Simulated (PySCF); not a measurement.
From one molecule to another.

First species: C₄H₁₃NO₂Si₂.
Cartesian coordinates in Å at the GFN2-xTB level; atoms count from 1:
```
atom  x, y, z in Å
C1     2.379   -2.026    0.179
C2     1.981   -0.804   -0.138
C3     2.697    0.408    0.378
O4     1.913    1.541    0.064
Si5    0.474   -0.372   -1.197
O6    -0.173   -1.745   -1.824
Si7   -0.960    0.859    0.104
N8    -2.538    0.188   -0.117
C9    -3.707    0.702    0.554
H10    1.869   -2.893   -0.207
H11    3.230   -2.221    0.816
H12    2.857    0.337    1.464
H13    3.683    0.486   -0.104
H14    2.359    2.341    0.358
H15    0.953    0.210   -2.452
H16   -0.567   -2.400   -1.255
H17   -0.764    0.755    1.563
H18   -0.893    2.306   -0.186
H19   -2.770   -0.163   -1.034
H20   -4.490   -0.058    0.592
H21   -4.115    1.596    0.067
H22   -3.430    0.971    1.571
```

Second species: C₅H₃F₆P.
Z-matrix (Å and degrees, GFN2-xTB geometry), rows numbered from 1:
```
C 
C   1  1.3312
P   2  1.8057  1  118.50
C   3  1.6915  2  103.72  1   178.12
C   4  1.4930  3  127.71  2    -0.30
F   5  1.3499  4  112.31  3    59.76
F   5  1.3311  4  113.48  3  -179.46
F   5  1.3500  4  112.23  3   -58.65
C   4  1.4930  3  116.51  2   179.87
F   9  1.3409  4  113.44  3   118.91
F   9  1.3442  4  110.31  3    -0.23
F   9  1.3408  4  113.39  3  -119.34
H   1  1.0778  2  121.89  3   179.99
H   1  1.0788  2  121.74  3    -0.16
H   2  1.0794  1  120.09  3  -179.85
```

Levels: PBE0/pcSseg-1 for HOMO energy, LUMO energy and HOMO–LUMO gap. Geometries: GFN2-xTB. Each structure is a single optimised conformer of the isolated species, non-relativistic unless stated; the electronic structure was computed with PySCF and density fitting.

The conformers computed, where there is a choice (atom-mapped SMILES and torsion angles):
- `[CH2:1]=[CH:2][P:3]=[C:4]([C:5]([F:6])([F:7])[F:8])[C:9]([F:10])([F:11])[F:12]`: C1–C2–P3–C4 178°, P3–C4–C5–F6 60°, P3–C4–C9–F10 119°

The conformers of `C=C(CO)[Si@@H](O)[SiH2]NC` aren't listed.

```
     property  column X  column Y
  HOMO energy  -6.38 eV  -8.26 eV
  LUMO energy  -0.24 eV  -3.32 eV
HOMO–LUMO gap   6.14 eV   4.94 eV
```

(1) Which column belongs to which species?

(2) How does each property change from the first species to the second?

Answers

(1) Column X is the first species and column Y the second. The first has 22 atoms and 88 electrons, the second 15 and 102.

(2) HOMO energy -1.88 eV; LUMO energy -3.08 eV; HOMO–LUMO gap -1.20 eV.

